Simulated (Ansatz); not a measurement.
Born–Oppenheimer molecular dynamics of F2GeH6OSi (11 atoms, charge 0, multiplicity 1). It starts at the highest image of a converged band. Of that band: The profile has 2 maxima (images 2, 4) with wells between them (image 3): this band takes more than one step, which may be the mechanism or a detour left from its start path. Neighbouring images differ by up to 1.3 eV, so the band resolves the path poorly. A vibrational analysis at the climbing image gives one clearly imaginary mode, 1209i cm⁻¹: a first-order saddle point.

These are results of RKS PBE-D4/def2-SVP in Ansatz 0.2.0, not measurements.

```
ensemble                      : NVE (velocity Verlet)
time step                     : 0.5 fs
steps asked                   : 200
starting velocities drawn for : 100 K
seed                          : 2561
```

First frame:

```xyz
11
Properties=species:S:1:pos:R:3
Ge -0.139 0.116 -0.071
H -0.357 0.835 1.603
H 1.235 -0.538 0.182
F -0.150 1.742 -0.719
F -0.709 -0.696 -1.546
O -1.717 -0.601 0.835
Si -3.174 -1.244 0.162
H -2.865 -2.574 -0.447
H -4.111 -1.392 1.323
H -3.739 -0.292 -0.847
H -1.250 0.212 1.564
```

(1) What does the run give?

(2) What happens to the structure?

(3) How do temperature and energy run in time?

## Answers

(1) All steps were run.

- steps done: 200
- time covered: 100 fs
- mean temperature over the second half: 959 K
- spread of the potential energy over the second half: 11.0 meV per atom
- mean potential energy of the second half above the start: -90.9 meV per atom

The conserved energy stayed within 0.039 meV per atom of its start (net change -0.011 meV per atom), so the integration is sound. The kinetic energy rose, since the run started high on the potential surface and went downhill. It ends in pieces (F2GeH4OSi + H2), so much of that is their flight and rotation, not heat. A run of 0.1 ps of so small a system gives no equilibrium averages. The orbitals stay closed-shell, which can raise the energy where a bond breaks towards radicals; this wasn't checked here.

(2) Between its relaxed ends the band would form Ge1–O6, H2–H11 and break Ge1–H2, O6–H11. These pairs go: Ge1–O6 1.96 → 1.67 Å, H2–H11 1.09 → 0.76 Å, Ge1–H2 1.84 → 8.70 Å, O6–H11 1.19 → 8.81 Å. In the last frame they stand as after the step (other bonds may differ from the relaxed reactants and products). It ends as F2GeH4OSi + H2. Pairs count as bonded within 1.25 times the sum of covalent radii (0.12 Å more for H–H). Another seed would give other details.

(3) 
```json
{"time (fs)": "0", "T (K)": "100", "potential energy less start (eV)": "0.000", "conserved less start (meV/atom)": "0.00"}
{"time (fs)": "5", "T (K)": "82", "potential energy less start (eV)": "0.022", "conserved less start (meV/atom)": "0.03"}
{"time (fs)": "10", "T (K)": "189", "potential energy less start (eV)": "-0.104", "conserved less start (meV/atom)": "0.02"}
{"time (fs)": "15", "T (K)": "524", "potential energy less start (eV)": "-0.494", "conserved less start (meV/atom)": "-0.02"}
{"time (fs)": "20", "T (K)": "831", "potential energy less start (eV)": "-0.851", "conserved less start (meV/atom)": "0.00"}
{"time (fs)": "25", "T (K)": "1009", "potential energy less start (eV)": "-1.057", "conserved less start (meV/atom)": "0.01"}
{"time (fs)": "30", "T (K)": "1066", "potential energy less start (eV)": "-1.123", "conserved less start (meV/atom)": "-0.02"}
{"time (fs)": "35", "T (K)": "1042", "potential energy less start (eV)": "-1.096", "conserved less start (meV/atom)": "0.01"}
{"time (fs)": "40", "T (K)": "1111", "potential energy less start (eV)": "-1.176", "conserved less start (meV/atom)": "0.01"}
{"time (fs)": "45", "T (K)": "1145", "potential energy less start (eV)": "-1.216", "conserved less start (meV/atom)": "0.00"}
{"time (fs)": "50", "T (K)": "1121", "potential energy less start (eV)": "-1.187", "conserved less start (meV/atom)": "0.01"}
{"time (fs)": "55", "T (K)": "1164", "potential energy less start (eV)": "-1.238", "conserved less start (meV/atom)": "-0.01"}
{"time (fs)": "60", "T (K)": "1086", "potential energy less start (eV)": "-1.147", "conserved less start (meV/atom)": "0.01"}
{"time (fs)": "65", "T (K)": "933", "potential energy less start (eV)": "-0.968", "conserved less start (meV/atom)": "0.02"}
{"time (fs)": "70", "T (K)": "869", "potential energy less start (eV)": "-0.895", "conserved less start (meV/atom)": "-0.01"}
{"time (fs)": "75", "T (K)": "844", "potential energy less start (eV)": "-0.865", "conserved less start (meV/atom)": "0.01"}
{"time (fs)": "80", "T (K)": "861", "potential energy less start (eV)": "-0.885", "conserved less start (meV/atom)": "0.02"}
{"time (fs)": "85", "T (K)": "905", "potential energy less start (eV)": "-0.937", "conserved less start (meV/atom)": "-0.02"}
{"time (fs)": "90", "T (K)": "915", "potential energy less start (eV)": "-0.948", "conserved less start (meV/atom)": "0.00"}
{"time (fs)": "95", "T (K)": "966", "potential energy less start (eV)": "-1.008", "conserved less start (meV/atom)": "0.02"}
{"time (fs)": "100", "T (K)": "952", "potential energy less start (eV)": "-0.992", "conserved less start (meV/atom)": "-0.01"}
```

Time of the run: 4 min on 4 threads of Arm Neoverse V2, with other jobs on the host, peak memory 0.19 GiB.
